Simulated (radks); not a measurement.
Coulomb parameter of the 5d shell of neutral tantalum in the model configuration [Xe] 4f14 5d4 6s1, as a second difference U = [E(n + 0.25) + E(n - 0.25) - 2 E(n)] / (0.25)^2 with all orbitals relaxed. "Bare": the charge of the atom changes with n. "Screened": the 6s shell takes up the change at fixed total charge, which measures U(5d,5d) + U(6s,6s) - 2 U(5d,6s). Calculated with a radial shooting solver on a logarithmic mesh with Libxc functionals: scalar-relativistic Kohn-Sham, r2SCAN, spin-unpolarised, spherical densities, finite nucleus; meta-GGA in the generalised Kohn-Sham scheme; Fermi nuclear charge, rms radius 5.3507 fm.

case	configuration	E - E(n) (eV)
start	[Xe] 4f14 5d4 6s1	0.000
bare +0.25	[Xe] 4f14 5d4.25 6s1	-0.441
bare -0.25	[Xe] 4f14 5d3.75 6s1	0.853
screened +0.25	[Xe] 4f14 5d4.25 6s0.75	0.590
screened -0.25	[Xe] 4f14 5d3.75 6s1.25	-0.579

U(bare) = 6.599 eV, U(screened by 6s) = 0.182 eV, against the Slater integral F0(5d,5d) = 10.553 eV with frozen orbitals. The step up makes a negative ion, whose loosely bound charge lowers the bare value.
